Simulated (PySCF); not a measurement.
Distorted geometries of PbCl2(NH3)

PbCl2(NH3) (singlet). PySCF 2.14.0, RKS PBE, Pb def2-SVP with ECP60, Cl def2-SVP, N def2-SVP, H def2-SVP; non-relativistic Hamiltonian with scalar-relativistic core potentials where named; density fitting; no spin-orbit coupling. Relaxed geometry:

```xyz
7

Pb   -0.0036   -0.0062    1.1372
Cl    1.8082   -0.8146   -0.4809
Cl   -1.6096    1.1587   -0.4809
N    -1.1635   -2.0152    0.1375
H    -1.6175   -2.8015    0.6196
H    -1.8494   -1.5338   -0.4662
H    -0.4037   -2.3685   -0.4662
```

Task: Order these distorted geometries by energy above the relaxed one, lowest first.
A.
```xyz
7

Pb    0.0607   -0.0585    1.1550
Cl    1.8159   -0.7199   -0.4996
Cl   -1.5856    1.1137   -0.4628
N    -1.1638   -2.0124    0.1355
H    -1.6372   -2.8703    0.5694
H    -1.8748   -1.5252   -0.3643
H    -0.4542   -2.3087   -0.5332
```
B.
```xyz
7

Pb    0.0930   -0.0121    1.1027
Cl    1.7714   -0.7053   -0.4721
Cl   -1.6157    1.1592   -0.4156
N    -1.2564   -2.0408    0.1525
H    -1.6721   -2.7918    0.6515
H    -1.7838   -1.5597   -0.5500
H    -0.3755   -2.4306   -0.4691
```
C.
```xyz
7

Pb   -0.0389   -0.0008    1.2027
Cl    1.8469   -0.7559   -0.4519
Cl   -1.6074    1.1189   -0.4699
N    -1.1769   -2.0301    0.0975
H    -1.6073   -2.7777    0.6280
H    -1.8581   -1.5557   -0.5125
H    -0.3974   -2.3800   -0.4938
```

Result: C (0.04 eV), A (0.10 eV), B (0.49 eV).

Task: Which forces (eV/Å) act in the one that lies 0.10 eV up?

Result: 
```
Pb  -0.48  0.32  0.23
Cl   0.36 -0.20 -0.32
Cl   0.10 -0.04  0.16
N   -0.14 -1.96  1.78
H    0.90  1.17 -0.54
H   -1.08  0.99 -0.93
H    0.34 -0.27 -0.38
```
Forces carry noise of the integration grid, about 0.01 to 0.03 eV/Å.
